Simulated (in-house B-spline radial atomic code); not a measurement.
Orbital energies and mean radii along the 5-electron series, configuration [He] 2s2 2p1. The effective charge is n√(-2ε), a non-relativistic measure. Computed with a B-spline radial code for spherical atoms: non-relativistic Hartree-Fock, average of the configuration, point nuclei.

This level leaves out relativity, spin-orbit splitting included, which matters for heavy ions.

```csv
ion,Z,energy of 2s (Eh),mean radius of 2s (bohr),energy of 2p (Eh),mean radius of 2p (bohr),energy of 1s (Eh),mean radius of 1s (bohr),effective charge of 2s
Br30+,35,-129.56,0.18085,-127.34,0.15307,-569.84,0.043406,32.194
Kr31+,36,-137.74,0.17556,-135.45,0.14852,-604.08,0.042186,33.195
Rb32+,37,-146.17,0.17056,-143.81,0.14423,-639.32,0.041032,34.195
Sr33+,38,-154.85,0.16585,-152.42,0.14018,-675.57,0.03994,35.196
Zr35+,40,-172.95,0.15715,-170.4,0.13274,-751.05,0.037921,37.197
```

**Question.** How does the screening of 2s change?

**Answer.** Z less the effective charge goes from 2.81 at Z = 35 to 2.80 at Z = 40.
